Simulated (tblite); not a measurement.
C4H5, doublet, geometry from GFN2-xTB; GFN1-xTB (tblite 0.6.0).

Here is a job for tblite.
```
$ tblite run mol.xyz --method gfn1 --charge 0 --spin 1 --spin-polarized --json tblite.json --no-restart

# file mol.xyz
9

C      0.60085967     1.81351297     0.01556469
C      0.61610420     0.51445077     0.00328056
C     -0.56525911    -0.35580246    -0.00191456
C     -0.48769899    -1.67890196    -0.01458395
H     -0.11254112     2.60487760     0.02484085
H      1.56076214    -0.02055891    -0.00416798
H     -1.52208225     0.14758648     0.00526689
H      0.45913300    -2.19376719    -0.02184815
H     -1.36930637    -2.29769393    -0.01817201
```

It wrote (shortened):

```
xTB calculator
 | screened Coulomb repulsion
 | Coulomb electrostatics
 |  * isotropic Klopman-Ohno-Mataga-Nishimoto electrostatics
 |  * onsite third-order electrostatics
 | DFT-D3(BJ) dispersion correction
 | Interactions (1)
 | [1] spin polarization

halogen bonding energy    0.0000000000000E+00 Eh
repulsion energy          2.1675352814170E-01 Eh
dispersion energy        -2.4258128239429E-03 Eh
interaction energy        0.0000000000000E+00 Eh
number of electrons       2.1000000000000E+01 e
integral cutoff           1.9731147476801E+01 bohr

------------------------------------------------------------
  cycle        total energy    energy error   density error
------------------------------------------------------------
      1     -10.99162283774  -1.1205951E+01   4.6112469E-01
      2     -10.99520331445  -3.5804767E-03   2.8100811E-01
      3     -10.99526965575  -6.6341302E-05   3.5542402E-02
      4     -10.99714561316  -1.8759574E-03   2.0543318E-02
      5     -10.99730493485  -1.5932169E-04   7.0161877E-03
      6     -10.99734372172  -3.8786866E-05   1.9763093E-03
      7     -10.99734618431  -2.4625898E-06   1.0992613E-03
      8     -10.99734683281  -6.4849763E-07   4.4643664E-04
      9     -10.99734703139  -1.9858116E-07   1.3984914E-04
     10     -10.99734704529  -1.3898047E-08   7.1595557E-05
     11     -10.99734704724  -1.9579858E-09   9.0074719E-06
------------------------------------------------------------

electronic energy        -1.1211674762562E+01 Eh
total energy             -1.0997347047245E+01 Eh

Post processing:
 | Mayer-Wiberg bond orders

[Info] JSON dump of results written to 'tblite.json'
```
